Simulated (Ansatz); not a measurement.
Mulliken charges of CH5ClNOY, SMILES `C[O][Y]([NH2])[Cl]` from PBE/def2-TZVPP in Ansatz (PBE0-D4/def2-TZVP geometry).

```json
{"atom": "C1", "x (Å)": "-1.209", "y (Å)": "-1.831", "z (Å)": "0.457", "charge (e)": "-0.113"}
{"atom": "O2", "x (Å)": "-0.426", "y (Å)": "-0.794", "z (Å)": "-0.032", "charge (e)": "-0.477"}
{"atom": "Y3", "x (Å)": "0.705", "y (Å)": "0.622", "z (Å)": "-0.882", "charge (e)": "0.968"}
{"atom": "N4", "x (Å)": "1.123", "y (Å)": "2.281", "z (Å)": "0.386", "charge (e)": "-0.509"}
{"atom": "Cl5", "x (Å)": "1.610", "y (Å)": "0.587", "z (Å)": "-3.210", "charge (e)": "-0.376"}
{"atom": "H6", "x (Å)": "-2.136", "y (Å)": "-1.449", "z (Å)": "0.902", "charge (e)": "0.087"}
{"atom": "H7", "x (Å)": "-0.676", "y (Å)": "-2.394", "z (Å)": "1.233", "charge (e)": "0.087"}
{"atom": "H8", "x (Å)": "-1.483", "y (Å)": "-2.535", "z (Å)": "-0.338", "charge (e)": "0.090"}
{"atom": "H9", "x (Å)": "0.818", "y (Å)": "2.415", "z (Å)": "1.342", "charge (e)": "0.123"}
{"atom": "H10", "x (Å)": "1.673", "y (Å)": "3.098", "z (Å)": "0.143", "charge (e)": "0.121"}
```

Q: By hand: the dipole of these point charges (1 e Å = 4.8032 D).

A: Σ q r = (-0.230, -0.085, 0.458) e Å, of length 0.520 e Å = 2.50 D.

Q: How does the dipole of the full density compare? (Best estimate.)

A: Ansatz gave: (-0.243, -0.020, 0.590) e Å, 3.07 D; the point charges give 0.81 times that, at 9° from its direction.

Point charges leave out the atoms' own dipoles, such as those of lone pairs, and Mulliken's split depends on the basis, so the two needn't agree.
